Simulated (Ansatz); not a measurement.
The cluster Ti₄. Charge 0, multiplicity 3. Geometry PBE-D4/def2-SVP; atoms count from 1.

Cartesian coordinates in Å:
```
Ti 0.142 -0.754 1.311
Ti 0.986 -0.691 -0.911
Ti 0.275 1.486 0.155
Ti -1.404 -0.041 -0.555
```

The charge 0 triplet is spin-contaminated (final ⟨S²⟩ up to 4.69, 2.00 for a pure state). At PBE0-D4/def2-TZVP a quintet of charge 0 lies 0.09 eV below the triplet, each at its own geometry. The structure comes from a short search, and lower isomers may exist.

Question: Estimate the Mulliken populations from the PBE0/def2-TZVP orbitals of Ansatz.

Answer: 
```
atom  charge (e)  spin (α − β)  d electrons
 Ti1       -0.05         -1.37         2.74
 Ti2       -0.04         -1.46         2.74
 Ti3        0.05          2.24         2.76
 Ti4        0.04          2.59         2.85
```
Mulliken values depend strongly on the basis.

Question: Where does the spin sit?

Answer: Summed by element: Ti 2.00, of 2 unpaired in all. Largest on single atoms: Ti4 2.59, Ti3 2.24, Ti2 -1.46.

Question: And the Mayer bond orders between heavy atoms (over 0.3)?

Answer: Ti1–Ti2 1.65 (2.38 Å); Ti1–Ti3 1.12 (2.52 Å); Ti1–Ti4 1.17 (2.53 Å); Ti2–Ti3 1.05 (2.53 Å); Ti2–Ti4 1.10 (2.50 Å); Ti3–Ti4 1.43 (2.38 Å).
